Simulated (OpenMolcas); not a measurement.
Computed transition rates of S2+

```
Program             : OpenMolcas
Method              : MS-CASPT2, IPEA 0.25 Eh, imaginary shift 0.1 Eh (closed shells correlated: 2s 2p)
Basis               : ANO-RCC-VTZP [5s4p2d1f]
Scalar Hamiltonian  : DKH2, point nucleus
Active space        : 4 electrons in 4 orbitals (3s 3p)
State averaging     : 2S+1 = 3 even, 6 roots; 2S+1 = 1 even, 12 roots kept (CI in the orbitals of an earlier block); 2S+1 = 5 odd, 1 root; 2S+1 = 3 odd, 9 roots kept (CI in the orbitals of an earlier block); 2S+1 = 1 odd, 8 roots kept (CI in the orbitals of an earlier block)
Spin-orbit coupling : RASSI with atomic mean-field integrals over the reference wave functions, term energies averaged over their components
```

Rates come from the transition moments of the reference wave functions (E1 and E2 in the length form). At fixed line strength A goes as λ^-3 for E1 and M1 and as λ^-5 for E2, so a rate at the computed wavelength can be rescaled to the measured one. Measured vacuum wavelengths follow from level energies in NIST levels in Podobedova, Kelleher and Wiese, J. Phys. Chem. Ref. Data 38, 171 (2009). Branching counts decays inside the model space alone, at computed energies, and the table is only a selection of the E2 and M1 lines, drawn from those between levels with measured partners whose computed energy lies within a factor of 1.5 of the measured one.

```
      Upper        Lower  Type  λ computed (nm)  λ measured (nm)  A computed (s-1)  A rescaled (s-1)  Branching %
3s² 3p² ³P₁  3s² 3p² ³P₀    M1            37420            33480          3.44e-04          4.80e-04        100.0
3s² 3p² ³P₂  3s² 3p² ³P₁    M1            20710            18710          1.52e-03          2.06e-03        100.0
3s² 3p² ¹D₂  3s² 3p² ³P₂    M1            973.3            953.3          5.11e-02                           72.0
3s² 3p² ¹D₂  3s² 3p² ³P₁    M1            929.6            907.1          1.96e-02                           27.6
3s² 3p² ¹S₀  3s² 3p² ¹D₂    E2            678.5            631.4          1.64e+00          2.35e+00         70.1
3s² 3p² ¹S₀  3s² 3p² ³P₁    M1            392.2            372.3          6.88e-01                           29.5
```

Spin-changing lines and M1 lines between different terms are not rescaled, since their strength hangs on the term gaps too.

The largest correction is for 3s² 3p² ¹S₀ → 3s² 3p² ¹D₂ (E2): 1.64e+00 × (678.5 / 631.4)^5 = 2.35e+00 s-1, a factor of 1.43.

No measured rate stands beside these. Rescaling mends the energy factor alone: line strengths can still be far off where a level mixes with configurations outside the active space, and weak or spin-changing lines hang on small mixing coefficients that depend on the term gaps too, so rescaling need not improve them.

CASPT2 breaks the degeneracy within a term, and the mean is taken; among the terms shown or strongly mixed into the levels shown the widest spread is 35 cm-1 (3s² 3p² ¹D). Over all roots computed the reference weight is 0.85 to 0.99; the roots of lowest weight are the least certain, and an intruder state may touch them. Terms from blocks run as CI alone lack orbitals of their own. Measured partners are found by configuration, term and J. A level has none where our copy of the source lacks it or the pairing is in doubt (some pairs that miss far off the trend of their configuration count as doubtful). Only configurations of the active space appear.
